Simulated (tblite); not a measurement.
Compound: C₇H₁₁ClSi₂.
SMILES with atom numbers: `[CH:1]#[C:2][SiH2:3]/[CH:4]=[CH:5]\[Si@@H:6]([Cl:7])[CH2:8][CH:9]=[CH2:10]` (hydrogens: H11 on C1; H12, H13 on Si3; H14 on C4; H15 on C5; H16 on Si6; H17, H18 on C8; H19 on C9; H20, H21 on C10)

Structure optimised with GFN2-xTB, isolated species.

**Question.** List the bond lengths, angles and torsions at this level.

**Answer.** 
```json
{"bond": "C1≡C2", "length (Å)": "1.202"}
{"bond": "C2–Si3", "length (Å)": "1.852"}
{"bond": "Si3–C4", "length (Å)": "1.888"}
{"bond": "C4=C5", "length (Å)": "1.332"}
{"bond": "C5–Si6", "length (Å)": "1.883"}
{"bond": "Si6–Cl7", "length (Å)": "2.031"}
{"bond": "Si6–C8", "length (Å)": "1.916"}
{"bond": "C8–C9", "length (Å)": "1.489"}
{"bond": "C9=C10", "length (Å)": "1.321"}
{"bond": "C1–H11", "length (Å)": "1.053"}
{"bond": "Si3–H12", "length (Å)": "1.470"}
{"bond": "Si3–H13", "length (Å)": "1.469"}
{"bond": "C4–H14", "length (Å)": "1.087"}
{"bond": "C5–H15", "length (Å)": "1.088"}
{"bond": "Si6–H16", "length (Å)": "1.462"}
{"bond": "C8–H17", "length (Å)": "1.092"}
{"bond": "C8–H18", "length (Å)": "1.089"}
{"bond": "C9–H19", "length (Å)": "1.082"}
{"bond": "C10–H20", "length (Å)": "1.076"}
{"bond": "C10–H21", "length (Å)": "1.078"}
```

A selection of angles:
```json
{"angle": "C1–C2–Si3", "degrees": "178.2"}
{"angle": "C2–Si3–C4", "degrees": "110.1"}
{"angle": "Si3–C4–C5", "degrees": "127.4"}
{"angle": "C4–C5–Si6", "degrees": "127.3"}
{"angle": "C5–Si6–Cl7", "degrees": "107.0"}
{"angle": "C5–Si6–C8", "degrees": "109.1"}
{"angle": "Cl7–Si6–C8", "degrees": "108.7"}
{"angle": "Si6–C8–C9", "degrees": "111.3"}
{"angle": "C8–C9–C10", "degrees": "124.3"}
```

Torsions: C2–Si3–C4–C5 57° (synclinal); Si3–C4–C5–Si6 -2° (synperiplanar); C4–C5–Si6–Cl7 152° (antiperiplanar); C5–Si6–C8–C9 -176° (antiperiplanar); Si6–C8–C9–C10 -100° (anticlinal).

Si6 (chlorine-bound silicon) is distorted tetrahedral (angles from 107.0° to 113.7°). The C–Si distances run from 1.852 Å (C2–Si3, drawn single) to 1.916 Å (Si6–C8, drawn single), a spread of 0.064 Å. Of the pairs four or more bonds apart, C1···H18 is among the closest relative to their van der Waals radii: 2.75 Å, 95 % of the sum of Bondi's values. Si3 (SiH2 silicon) is tetrahedral (angles from 107.7° to 111.5°). The 4 C–C bonds span 1.202 Å (C1≡C2, drawn triple) to 1.489 Å (C8–C9, drawn single), a spread of 0.287 Å.

Point group: C1 (no symmetry element, even within 0.4 Å). Its lowest GFN2-xTB frequency is 12 cm⁻¹, too small to tell a flat minimum from a shallow saddle. The numbers are those of one conformer.

The numbers are calculated, not measured.
